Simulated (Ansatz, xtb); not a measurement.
**H8InNO3Si: which of two structures lies lower**

Structure a: `[NH3+][InH2-][O][SiH](O)O`, a singlet. Structure b: a singlet given by its coordinates. Both are isolated molecules in the gas phase, relaxed with PBE0-D4/def2-SVP; the shapes shown needn't be the lowest conformers.

a (Å):

```json
{"atom": "In", "x (Å)": "1.3840", "y (Å)": "-0.5881", "z (Å)": "0.1998"}
{"atom": "N", "x (Å)": "3.5448", "y (Å)": "-0.9616", "z (Å)": "-0.6025"}
{"atom": "O", "x (Å)": "0.6160", "y (Å)": "-0.8396", "z (Å)": "-1.7087"}
{"atom": "O", "x (Å)": "0.9148", "y (Å)": "1.1760", "z (Å)": "-3.5976"}
{"atom": "O", "x (Å)": "2.7695", "y (Å)": "-0.6152", "z (Å)": "-3.2968"}
{"atom": "Si", "x (Å)": "1.0882", "y (Å)": "-0.4303", "z (Å)": "-3.1844"}
{"atom": "H", "x (Å)": "3.8920", "y (Å)": "-1.9022", "z (Å)": "-0.4200"}
{"atom": "H", "x (Å)": "4.2479", "y (Å)": "-0.3026", "z (Å)": "-0.2718"}
{"atom": "H", "x (Å)": "3.4471", "y (Å)": "-0.8496", "z (Å)": "-1.6298"}
{"atom": "H", "x (Å)": "1.0653", "y (Å)": "-2.0029", "z (Å)": "1.1337"}
{"atom": "H", "x (Å)": "1.4501", "y (Å)": "1.0802", "z (Å)": "0.6461"}
{"atom": "H", "x (Å)": "0.4244", "y (Å)": "-1.2819", "z (Å)": "-4.2087"}
{"atom": "H", "x (Å)": "0.0193", "y (Å)": "1.5245", "z (Å)": "-3.5731"}
{"atom": "H", "x (Å)": "3.1722", "y (Å)": "-0.0384", "z (Å)": "-3.9550"}
```

b (Å):

```xyz
14

In   -0.3929    1.6182    0.1406
N    -0.1535   -0.2355   -1.3419
O    -1.0613   -0.0654    1.2452
O    -1.1568    2.0101    2.6956
O    -3.0755    0.0782    3.1404
Si   -1.4858    0.3485    2.7477
H    -0.5004   -0.8792   -0.6217
H    -0.7596   -0.2962   -2.1576
H     0.7844   -0.5215   -1.6165
H    -1.7081    2.4656   -0.5879
H     1.2591    2.0147    0.4259
H    -0.7345   -0.2810    3.8612
H    -1.3652    2.5778    3.4424
H    -3.6978    0.2330    2.4227
```

Close contacts (Å): In1–N2 2.39, In1–O3 2.12, In1–O4 2.70, In1–Si6 3.10, O3–Si6 1.62, O4–Si6 1.69, O5–Si6 1.66, In1–H10 1.73, In1–H11 1.72, N2–H7 1.03, N2–H8 1.02, N2–H9 1.02, O4–H13 0.96, O5–H14 0.96, Si6–H12 1.48.

**Question.** Which of the two would you expect CCSD(T)/def2-SVP + ΔMP2/def2-TZVPP electronic energies to favour?

**Answer.** Structure a; the calculation gives E(b) − E(a) = +0.138 eV.

How the difference moves with the method:

```csv
level,geometry,E(b) − E(a) (eV),departure from the last row (eV),"job, with rough time for the two"
PBE0-D4/def2-SVP,PBE0-D4/def2-SVP,+0.177,+0.038,"optimisation, 3.7 min"
HF/def2-SVP,PBE0-D4/def2-SVP,+0.158,+0.020,part of the CCSD(T) run
MP2/def2-SVP,PBE0-D4/def2-SVP,+0.141,+0.003,part of the CCSD(T) run
CCSD(T)/def2-SVP,PBE0-D4/def2-SVP,+0.137,−0.001,single point
CCSD(T)/def2-SVP + ΔMP2/def2-TZVPP,PBE0-D4/def2-SVP,+0.138,,"single point, 3.5 min"
```

None of the levels shown reverses the order. The largest departure from CCSD(T)/def2-SVP + ΔMP2/def2-TZVPP is that of PBE0-D4/def2-SVP, 0.038 eV. A small imaginary or near-zero mode remains, so no thermal terms are given. Levels run at GFN2-xTB geometries aren't shown. The last row adds to CCSD(T) the change of the MP2 difference between the two basis sets, here +0.001 eV.

The correlated steps freeze 13 core orbitals; the filled d shell of In is correlated, in a basis made for valence electrons. Atoms past krypton carry core potentials in the def2 sets and no spin–orbit term is included. Codes used: Ansatz 0.2.0, xtb 6.7.1; the last row on 2 threads of Arm Neoverse V1 on a shared host.
